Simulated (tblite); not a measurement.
Compound: C₄H₇NOSi.
Cartesian coordinates in Å at the GFN2-xTB level; atoms count from 1:
```xyz
14
C4H7NOSi angstrom
C     -0.9767    0.3023   -1.3584
C     -0.6751    0.0488   -0.0910
Si    -1.9010   -0.1631    1.3390
O      0.5850   -0.1066    0.4171
C      1.6792    0.0092   -0.4701
C      2.9108   -0.1877    0.2641
N      3.8891   -0.3419    0.8324
H     -0.2566    0.4186   -2.1527
H     -2.0076    0.4045   -1.6416
H     -1.7152   -1.5016    1.8964
H     -3.2509    0.0019    0.7998
H     -1.6041    0.8579    2.3423
H      1.6198   -0.7511   -1.2656
H      1.7026    1.0084   -0.9340
```

Method: GFN2-xTB as coded in tblite; computed harmonic values from a numerical Hessian at the method's own geometry, unscaled. This tight-binding method is rough: wavenumbers can miss measured ones by several per cent, in bad cases by 10 to 20. Modes of hydrogen on silicon can be 10 to 20 % off. One conformer, not necessarily the lowest.

Harmonic wavenumbers (cm⁻¹): 57.5, 72.1, 95.4, 120.2, 214.3, 285.5, 370.0, 380.5, 410.4, 513.2, 561.6, 579.3, 704.9, 728.8, 760.2, 775.6, 787.1, 843.2, 954.6, 966.5, 982.4, 1045.7, 1160.5, 1176.3, 1293.6, 1408.6, 1432.4, 1673.2, 2272.0, 2278.9, 2282.2, 2415.8, 2844.8, 2870.1, 3087.2, 3148.2.

A = 4900, B = 1033, C = 866.2 MHz; mass 113.030 u (most abundant isotopes); point group Cs, symmetry number 1.

What is the zero-point energy?

Half the sum of the wavenumbers: 20776 cm⁻¹ = 248.54 kJ/mol.

Entropy at 298.15 K, 1 bar (ideal gas, RRHO, classical rotation)?

Translation 167.82, rotation 120.02, vibration 106.52: S = 394.4 J/(mol K).

And Cp and H(298.15 K) − H(0)?

Cp = 141.79 J/(mol K), of which vibrations give 108.53 (their classical limit is 36 R = 299.3); H(298.15 K) − H(0) = 26.52 kJ/mol without the zero-point energy, 16.60 from vibrations.

What must be added to the electronic energy to get the Gibbs energy at 298.15 K and 1 bar?

ZPE + [H(298.15 K) − H(0)] − T·S = 248.54 + 26.52 − 117.58 = 157.48 kJ/mol.

Which modes carry the vibrational entropy at 298.15 K?

57.5 cm⁻¹: 19.00; 72.1 cm⁻¹: 17.13; 95.4 cm⁻¹: 14.84; 120.2 cm⁻¹: 12.96; 214.3 cm⁻¹: 8.40; 285.5 cm⁻¹: 6.28 J/(mol K); the other 30 give 27.92 together.

How do the functions run with temperature in this model?

```csv
T (K),S (J/(mol K)),Cp (J/(mol K)),H − H(0) (kJ/mol),G − H(0) (kJ/mol),ln q(vib)
100,284.1,72.4,5.27,-23.14,1.58
200,344.9,107.6,14.25,-54.73,3.89
300,395.2,142.4,26.78,-91.79,6.16
500,481.3,195.2,60.93,-179.73,10.55
800,584.5,243.1,127.33,-340.24,16.59
1000,641.0,263.6,178.11,-462.93,20.22
```

q(vib) and H(0) count from the zero-point level.

Hindered rotation and anharmonicity are outside this model. Other conformers, if any are populated, would add a mixing term that is left out.
